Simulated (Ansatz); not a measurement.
Geometry optimisation, RHF/6-31G* in Ansatz.

input.yaml

```yaml
crystal:
  periodic: [false, false, false]
  atoms:
    - { symbol: B, position_ang: [0.0, 0.0, 0.0] }
    - { symbol: F, position_ang: [0.0, 0.0, 1.67] }
    - { symbol: O, position_ang: [1.2211, 0.0, -0.705] }
    - { symbol: H, position_ang: [1.5209, -0.9519, -0.8599] }
    - { symbol: H, position_ang: [-1.0305, 0.0, -0.595] }
    - { symbol: O, position_ang: [0.0766, 1.621, 0.5392] }
    - { symbol: Al, position_ang: [0.7098, 2.1426, 2.1189] }
    - { symbol: H, position_ang: [1.2046, 1.0815, 3.1499] }
    - { symbol: H, position_ang: [0.7698, 3.6608, 2.4724] }
    - { symbol: H, position_ang: [0.0485, 1.0264, 1.5024] }
basis:
  gaussian: { orbitals: "6-31G*" }
hamiltonian:
  xc: hf
relax:
  f_tol: 0.15
  max_steps: 25
  restrain:
    - { distance: [0, 5], at: 2.61, k: 30.0 }
    - { distance: [9, 1], at: 2.12, k: 30.0 }
    - { distance: [0, 1], at: 1.32, k: 30.0 }
    - { distance: [9, 5], at: 1.01, k: 30.0 }
output:
  orbitals: {}
```

Run as:

```bash
$ ansatz run input.yaml --threads 1 --pin off --max-ram 2048MiB --backend cpu --events-out ev --progress --plain --runs-dir out
```

Task: Where does it end, and by what steps?

Result: It converged. The restraints hold the end off the free minimum; the threshold counts their pulls, which the force column leaves out. Restrained pairs: B1–O6 (1.71 → 2.61 Å), F2–H10 (1.04 → 2.13 Å), B1–F2 (1.67 → 1.33 Å), O6–H10 (1.13 → 0.97 Å). After 17 steps the energy has fallen by 6.859 eV (the restraints' own energy left out); F2 moved furthest, 1.63 Å. The start is strongly strained (largest force component 9 eV/Å), so its close contacts needn't be bonds.

```json
{"step": "0", "energy less start (eV)": "0.0000", "largest force component (eV/Å)": "8.613", "accepted": "yes"}
{"step": "1", "energy less start (eV)": "-1.8374", "largest force component (eV/Å)": "5.916", "accepted": "yes"}
{"step": "2", "energy less start (eV)": "-3.0130", "largest force component (eV/Å)": "3.863", "accepted": "yes"}
{"step": "3", "energy less start (eV)": "-3.8027", "largest force component (eV/Å)": "3.139", "accepted": "yes"}
{"step": "4", "energy less start (eV)": "-4.8504", "largest force component (eV/Å)": "2.840", "accepted": "yes"}
{"step": "5", "energy less start (eV)": "-5.5942", "largest force component (eV/Å)": "2.020", "accepted": "yes"}
{"step": "6", "energy less start (eV)": "-6.0656", "largest force component (eV/Å)": "1.991", "accepted": "yes"}
{"step": "7", "energy less start (eV)": "-6.2917", "largest force component (eV/Å)": "1.726", "accepted": "yes"}
{"step": "8", "energy less start (eV)": "-6.4826", "largest force component (eV/Å)": "1.943", "accepted": "yes"}
{"step": "9", "energy less start (eV)": "-6.5633", "largest force component (eV/Å)": "1.465", "accepted": "yes"}
{"step": "10", "energy less start (eV)": "-6.6778", "largest force component (eV/Å)": "1.411", "accepted": "yes"}
{"step": "11", "energy less start (eV)": "-6.7732", "largest force component (eV/Å)": "1.053", "accepted": "yes"}
{"step": "12", "energy less start (eV)": "-6.8231", "largest force component (eV/Å)": "1.108", "accepted": "yes"}
{"step": "13", "energy less start (eV)": "-6.8527", "largest force component (eV/Å)": "1.107", "accepted": "yes"}
{"step": "14", "energy less start (eV)": "-6.8551", "largest force component (eV/Å)": "1.105", "accepted": "yes"}
{"step": "15", "energy less start (eV)": "-6.8544", "largest force component (eV/Å)": "1.357", "accepted": "no"}
{"step": "16", "energy less start (eV)": "-6.8565", "largest force component (eV/Å)": "1.223", "accepted": "yes"}
{"step": "17", "energy less start (eV)": "-6.8591", "largest force component (eV/Å)": "1.199", "accepted": "yes"}
```

```xyz
10
Properties=species:S:1:pos:R:3
B -0.120 -0.213 -0.503
F -0.444 -1.037 0.490
O 1.135 -0.229 -0.979
H 1.709 -0.809 -0.495
H -0.956 0.432 -1.026
O 0.072 1.326 1.599
Al 0.883 2.525 2.494
H 1.213 2.251 4.017
H 1.271 3.849 1.735
H -0.243 0.485 1.960
```

Time of the run: 44 s on 1 thread of Arm Neoverse V1, on a shared host, peak memory 0.16 GiB.
